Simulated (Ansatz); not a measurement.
```yaml
crystal:
  periodic: [false, false, false]
  atoms:
    - {symbol: N, position_ang: [0.365929, 0.493412, 1.246152]}
    - {symbol: C, position_ang: [-0.242393, -0.420633, 0.267681]}
    - {symbol: O, position_ang: [-1.095372, 0.424491, -1.701438]}
    - {symbol: B, position_ang: [0.040097, -0.413469, -1.455849]}
    - {symbol: F, position_ang: [1.136152, -1.022477, -2.271727]}
    - {symbol: H, position_ang: [1.303767, 1.066312, 0.991661]}
    - {symbol: H, position_ang: [-0.167847, 0.801860, 2.191553]}
    - {symbol: H, position_ang: [-1.236955, -0.993560, 0.669358]}
basis:
  gaussian: {orbitals: aug-pcseg-2}
hamiltonian: {xc: {name: BLYP}}
charge: 1
output: {forces: true}
```

```sh
$ ansatz run in.yaml --threads 2 --pin off --events-out ev --progress --plain --max-ram 4352MiB
```

Shortened log:

```
Error: YAML parse error: error: line 15 column 1: unknown field `charge`, expected one of crystal, accuracy, basis, kpoints, hamiltonian, magnetization, projection, total_charge, correlation, batch, efield, external_charges, scf, relax, neb, saddle, md, ramp, phonons, dielectric, real_time, elastic, magnetic_configurations, gw, evaluate, workflow, output, checkpoint, execution
13 |   gaussian: {orbitals: aug-pcseg-2}
14 | hamiltonian: {xc: {name: BLYP}}
15 | charge: 1
16 | output: {forces: true}
```

(1) Something in this input is off. What?

Results:

(1) The input holds a key that doesn't belong there. The input was rejected before any iteration.
